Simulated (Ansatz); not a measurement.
`[SH][Ge]([Cl])([Cl])[Cl]`, relaxed with RKS PBE-D4/def2-SVP in the Gaussian-basis code of Ansatz from a rough embedded geometry. The force threshold is 0.03 eV/Å; the program also tests the step.

Total charge 0; spin multiplicity 1.

Start:

```xyz
6

S     0.027    1.490   -1.058
Ge    0.233   -0.364    0.070
Cl    1.956   -1.395   -0.662
Cl    0.500   -0.002    2.143
Cl   -1.533   -1.607   -0.177
H    -1.183    1.877   -0.317
```

Problem. How much energy does the relaxation release, and in how many steps? (An estimate is asked.)

Solution. Computed: 0.15 eV, in 3 steps.

Problem. Which bonds change most? (Estimate.)

Solution. Ansatz gave: S1–H6 from 1.470 to 1.364 Å; Ge2–Cl4 from 2.121 to 2.161 Å; S1–Ge2 from 2.179 to 2.216 Å; Ge2–Cl3 from 2.137 to 2.153 Å.

Problem. Give the relaxed structure. (An estimate is asked.)

Solution. Computed: 
```xyz
6

S     0.006    1.529   -1.062
Ge    0.210   -0.361    0.076
Cl    1.945   -1.372   -0.702
Cl    0.474   -0.025    2.195
Cl   -1.519   -1.640   -0.141
H    -1.116    1.870   -0.366
```
